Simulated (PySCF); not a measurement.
C4H11NSi, SMILES [SiH3]C1(CC1)NC.

Coordinates come from a PBE-D3(BJ)/def2-SVP optimisation. This is a generated structure with no PubChem entry under its InChIKey; it may be hypothetical. The values are those of a single conformer.

All values below come from PBE-D3(BJ)/def2-SVP (PySCF 2.14.0).

Frequencies are harmonic and unscaled.

| mode | ν (cm⁻¹) | IR (km/mol) | moving atoms (share of kinetic energy) |
|---|---|---|---|
| 1 | 82 | 0.7 | H 62 %, C 25 % |
| 2 | 133 | 0.7 | H 74 %, C 18 % |
| 3 | 183 | 1.3 | H 45 %, C 32 %, Si 18 % |
| 4 | 203 | 0.2 | H 51 %, C 40 % |
| 5 | 227 | 0.6 | H 66 %, C 27 % |
| 6 | 255 | 0.8 | C 43 %, H 41 %, N 10 % |
| 7 | 338 | 4.2 | N 29 %, H 27 %, Si 26 %, C 18 % |
| 8 | 442 | 6.9 | H 44 %, C 42 %, N 11 % |
| 9 | 537 | 10.3 | C 32 %, H 27 %, Si 22 %, N 19 % |
| 10 | 604 | 14.5 | H 75 %, Si 14 % |
| 11 | 638 | 31.3 | H 66 %, C 21 %, Si 11 % |
| 12 | 715 | 108.3 | H 71 %, N 16 %, C 13 % |
| 13 | 757 | 10.2 | H 95 % |
| 14 | 837 | 10.5 | H 47 %, C 40 %, N 11 % |
| 15 | 880 | 157.0 | H 87 % |
| 16 | 882 | 66.3 | H 66 %, C 31 % |
| 17 | 904 | 27.8 | H 90 %, C 8 % |
| 18 | 916 | 24.0 | H 91 % |
| 19 | 925 | 13.7 | H 51 %, C 48 % |
| 20 | 964 | 11.3 | H 54 %, C 44 % |
| 21 | 1009 | 6.6 | H 61 %, C 38 % |
| 22 | 1023 | 0.8 | H 71 %, C 29 % |
| 23 | 1087 | 7.5 | H 43 %, C 36 %, N 22 % |
| 24 | 1109 | 5.4 | H 70 %, C 22 %, N 8 % |
| 25 | 1131 | 0.5 | H 77 %, C 22 % |
| 26 | 1153 | 14.2 | H 42 %, C 30 %, N 28 % |
| 27 | 1202 | 13.3 | C 59 %, H 33 % |
| 28 | 1270 | 7.9 | C 58 %, H 32 %, N 10 % |
| 29 | 1367 | 6.5 | H 92 %, C 8 % |
| 30 | 1383 | 3.9 | H 88 %, C 11 % |
| 31 | 1399 | 5.9 | H 80 %, C 12 % |
| 32 | 1420 | 4.8 | H 91 % |
| 33 | 1424 | 3.4 | H 65 %, C 34 % |
| 34 | 1450 | 12.6 | H 91 % |
| 35 | 2143 | 85.0 | H 98 % |
| 36 | 2152 | 103.4 | H 96 % |
| 37 | 2157 | 115.1 | H 96 % |
| 38 | 2878 | 80.1 | H 95 % |
| 39 | 3000 | 31.4 | H 93 % |
| 40 | 3055 | 18.1 | H 91 %, C 9 % |
| 41 | 3059 | 10.7 | H 96 % |
| 42 | 3062 | 4.6 | H 95 % |
| 43 | 3153 | 0.1 | H 89 %, C 11 % |
| 44 | 3162 | 4.9 | H 89 %, C 11 % |
| 45 | 3437 | 0.4 | H 93 % |
